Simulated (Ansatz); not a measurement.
One change: `[NH]=[V]([F])([F])[Cl]` becomes `[NH]=[V]([NH2])([F])[F]`.

Ansatz, PBE0-D4/def2-TZVP geometries, multiplicity 1. Each molecule was computed in one conformer, which needn't be the lowest.

Scalar relativity is left out up to krypton.

```csv
property,`[NH]=[V]([F])([F])[Cl]`
LUMO energy (ωB97M-V/def2-TZVPP) / eV,-1.25
LUMO energy (PBE0/def2-TZVPP) / eV,-3.51
LUMO energy (PBE/def2-TZVPP) / eV,-4.35
HOMO energy (ωB97M-V/def2-TZVPP) / eV,-11.35
HOMO–LUMO gap (PBE/def2-TZVPP) / eV,3.32
"ideal-gas entropy at 298 K and 1 bar (rigid rotor, harmonic PBE0-D4/def2-TZVP) / J/(mol·K)",339
```

(1) What does the change do to each property? (Estimate.)

## Answers

(1) The calculation gave: 
| property | `[NH]=[V]([NH2])([F])[F]` | shift |
| --- | --- | --- |
| LUMO energy (ωB97M-V/def2-TZVPP) / eV | -0.13 | 1.12 |
| LUMO energy (PBE0/def2-TZVPP) / eV | -2.42 | 1.09 |
| LUMO energy (PBE/def2-TZVPP) / eV | -3.33 | 1.02 |
| HOMO energy (ωB97M-V/def2-TZVPP) / eV | -10.87 | 0.48 |
| HOMO–LUMO gap (PBE/def2-TZVPP) / eV | 3.76 | 0.44 |
| ideal-gas entropy at 298 K and 1 bar (rigid rotor, harmonic PBE0-D4/def2-TZVP) / J/(mol·K) | 336 | -3 |

With PBE0 the HOMO rises by 0.58 eV and the LUMO rises by 1.09 eV, so the gap widens by about 0.51 eV. PBE moves the HOMO by 0.58 eV and ωB97M-V by 0.48 eV. The zero-point energy changes by 63.9 kJ/mol with +6 modes.
